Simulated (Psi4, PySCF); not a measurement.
The Psi4 input:
```
memory 2 GB

molecule mol {
0 3
Ti   -0.000000   -0.000000   -0.000000
F     1.256337    0.248068   -1.232128
F     1.139243   -0.580198    1.234325
F    -1.271822   -0.375726   -1.182946
F    -1.123758    0.707856    1.180749
}

set {
  basis sto-3g
  reference uks
  scf_type pk
  puream true
  d_convergence 1e-8
  dft_radial_points 99
  dft_spherical_points 590
}

energy('b3lyp')
print_variables()
```

Problem. Write the same job for PySCF.

Solution. Several could match; the one computed here: 
```python
from pyscf import gto, scf, dft

mol = gto.M(
    atom='''
Ti   -0.00000000   -0.00000000   -0.00000000
F     1.25633748    0.24806843   -1.23212847
F     1.13924286   -0.58019840    1.23432488
F    -1.27182203   -0.37572621   -1.18294586
F    -1.12375831    0.70785618    1.18074945
''',
    basis='sto-3g',
    spin=2,
    verbose=4,
)

mf = dft.UKS(mol)
mf.xc = 'b3lyp'
mf.grids.atom_grid = (99, 590)
mf.grids.prune = None
mf.kernel()
```

Both were run: Psi4 gave -1234.466879 Eh and PySCF -1234.466880 Eh, 0.001 mEh apart.
